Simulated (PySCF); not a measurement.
Molecule: C₄H₁₁BO₂, SMILES CC(C)(C)OBO. Atoms near the plane z = 1.5 Å, at the GFN2-xTB optimised geometry (x, y, z in Å): B1 (0.2, 1.7, 0.0), H2 (-0.4, 2.7, 0.0), O3 (1.5, 1.7, 0.0), H4 (2.0, 2.6, 0.0), O5 (-0.6, 0.6, 0.0), C6 (-0.1, -0.8, 0.0), C7 (0.7, -1.0, 1.3), C8 (-1.4, -1.6, 0.0), H10 (1.0, -2.1, 1.3), H11 (0.1, -0.8, 2.1), H12 (1.6, -0.4, 1.3), H13 (-2.0, -1.4, 0.9), H14 (-1.1, -2.7, 0.0).

Level of theory: CAM-B3LYP/def2-SVP (PySCF). Cells within 0.4 Å of a nucleus heavier than hydrogen are left out (blank, or x). The values are rescaled to run from 0 to 1.

```
|22222222222222222222222222222|
|22222222222222222222222222222|
|22222222222222222222222222222|
|22222222222222222222222222222|
|22222222222222222222222222222|
|22222222222222222222222222222|
|22222222222222222211122222222|
|22222222222222222111112222222|
|22222222222222222111112222222|
|22222222222233322111111222222|
|22222222222333322111111222222|
|22222222223344332111112222222|
|22222222223344332211122222222|
|22222222223344322222222222222|
|22222222223333211222222222222|
|22222222222222101233222222222|
|22222222332211003543322222222|
|2222222333321001x954322222222|
|22222223333211027854322222222|
|22222223333221125653322222222|
|22222222332222234543222222222|
|22222222222222223433222222222|
|22222222222222222332222222222|
|22222222222222222222222222222|
|22222222222222222222222222222|
|22222222222222222222222222222|
|22222222222222222222222222222|
|22222222222222222222222222222|
|22222222222222222222222222222|
```
Scale: ten equal steps from 0.000 (start of '0') to 1.00 (end of '9'), in the order '0123456789'; x runs from -5.00 to 5.00, y from -5.00 (bottom) to 5.00 (top).

Which quantity is mapped?
(A) electron localisation function
(B) deformation density (molecule minus spherical neutral atoms)
(C) log10 of the electron density
(D) an orbital amplitude

D, an orbital amplitude. In full: HOMO amplitude (bohr^(-3/2)).
